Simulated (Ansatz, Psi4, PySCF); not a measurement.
C3H7O (SMILES [CH2-]COC), charge -1, singlet, at a GFN2-xTB geometry (in this run its highest filled SCF level lies above zero, so its values depend strongly on the basis, on diffuse functions most of all). Base run: MP2/STO-3G (PySCF).

PySCF was given this input:
```python
from pyscf import gto, scf, mp

mol = gto.M(
    atom='''
O    -0.02364204   -0.72791359   -0.02410158
C    -0.11695116    0.72309764    0.02353500
C     1.27997189   -1.17584587   -0.05346219
C    -1.53793975    1.16403974   -0.03994654
H     0.53282928    1.00119920    0.93898760
H     0.44859738    1.10785920   -0.85183032
H     1.26753791   -2.27032695   -0.05197351
H     1.82097837   -0.82845799   -0.95497355
H     1.85749247   -0.82621646    0.82524896
H    -1.97405394    1.11319354    0.99190016
H    -1.51473106    2.25830906   -0.28530416
''',
    basis='sto-3g',
    charge=-1,
    verbose=4,
)

mf = scf.RHF(mol)
mf.kernel()

pt = mp.MP2(mf)
pt.kernel()
print('E(MP2) = %.10f' % pt.e_tot)
```

The same geometry, method and basis name were run in Ansatz (a program for electronic structure) and Psi4 and PySCF, at each program's defaults and at the settings that a row names. The base is PySCF at its defaults. Differences at the defaults can come from grids, fitting, cores and function types together.

```
code and settings                                                                                     ΔE vs base (µEh)  basis functions      E (Eh)  SCF cycles
----------------------------------------------------------------------------------------------------  ----------------  ---------------  ----------  ----------
PySCF, defaults (exact integrals, spherical functions, all electrons correlated)                                   0.0               27  -190.02887           9
Psi4, defaults (density fitting with its default set, spherical functions, all electrons correlated)        (withheld)               27  (withheld)          11
Ansatz, defaults (factorised integrals, spherical functions, frozen core)                                         1414               27  -190.02745           -
PySCF, frozen core                                                                                                1396               27  -190.02747           9
Psi4, exact integrals, spherical functions, frozen core                                                           1396               27  -190.02747          11
Ansatz, high accuracy, frozen core                                                                                1396               27  -190.02747           -
```

Task: Complete the blanks.

Result: 
- Psi4, defaults (density fitting with its default set, spherical functions, all electrons correlated), ΔE vs base (µEh): -393
- Psi4, defaults (density fitting with its default set, spherical functions, all electrons correlated), E (Eh): -190.02926
